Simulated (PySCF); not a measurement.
**Computed properties of O4Pt, SMILES [Pt+2](=[O])(=[O])(=[O])=[O], charge +2, multiplicity 1**

O₄Pt, SMILES [O]=[Pt+2](=[O])(=[O])=[O], charge +2, multiplicity 1. Coordinates come from a B3LYP-D3(BJ)/def2-SVP optimisation. The multiplicity is an assumed one; other spin states were not compared. The def2 effective core potentials stand for the cores of Pt; spin–orbit coupling is left out. One conformer was computed; it need not be the lowest. All values are computed for the isolated molecule unless a solvent is named; none is compared with measurement here.

**Structure.** The optimised structure has Td symmetry. All 9 harmonic modes at B3LYP-D3(BJ)/def2-SVP (PySCF) are real, so it is a minimum. With heavy atoms numbered as in [Pt+2:1](=[O:2])(=[O:3])(=[O:4])=[O:5], the shortest bond between them is Pt1–O2 at 1.722 Å and the longest Pt1–O5 at 1.722 Å.

**Vibrations.** No mode carries more than 0.5 km/mol of infrared intensity. The softest mode is at 300 cm⁻¹ and the zero-point energy is 7.3 kcal/mol.

**Electronic structure.** PBE0/def2-TZVP (PySCF) places the frontier levels at -24.95 and -21.08 eV, a gap of 3.87 eV and a mean polarisability of 42.7 bohr³. PBE/def2-TZVP (PySCF) at the same geometry gives -23.44 and -21.28 eV, so its gap is 1.71 eV narrower. An orbital gap is neither the optical nor the fundamental gap.

**Excitations.** TDA-ωB97X/def2-SVPD (PySCF) has S1 at 1.66 eV (746 nm, f = 0.000, dark); the most intense of the 10 singlets computed lies at 2.36 eV (f = 0.01). Strengths of degenerate partners are summed. T1 (TDA) is at 0.64 eV, 1.02 eV under S1. TDA-PBE/def2-SVPD (PySCF) puts S1 at 2.30 eV.
